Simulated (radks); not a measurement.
Spin polarisation of the 4f3 shell in the praseodymium ion Pr2+. Start: [Xe] 4f(up 1.5, down 1.5); electrons of 4f are moved from spin down to spin up, other shells keep equal spins. Method: scalar-relativistic Kohn-Sham, PBE, spin-polarised, spherical densities, finite nucleus; Fermi nuclear charge, rms radius of each element as measured or else 0.836 A^(1/3) + 0.57 fm; computed with a radial shooting solver on a logarithmic mesh with Libxc functionals.

moment (Bohr magnetons)  E - E(0) (eV)  e(4f up) (eV)  e(4f down) (eV)  5p down minus up (eV)
0                                0.000        -13.840          -13.840                  0.000
0.75                            -0.087        -14.059          -13.593                  0.278
1.5                             -0.350        -14.248          -13.317                  0.557
2.25                            -0.786        -14.407          -13.013                  0.837
3                               -1.396        -14.535          -12.680                  1.119

At moment 3 the spin-polarisation energy is -1.396 eV and the 4f exchange splitting 1.855 eV, that is 0.618 eV per Bohr magneton; E = -I m^2/4 would give I = 0.621 eV.
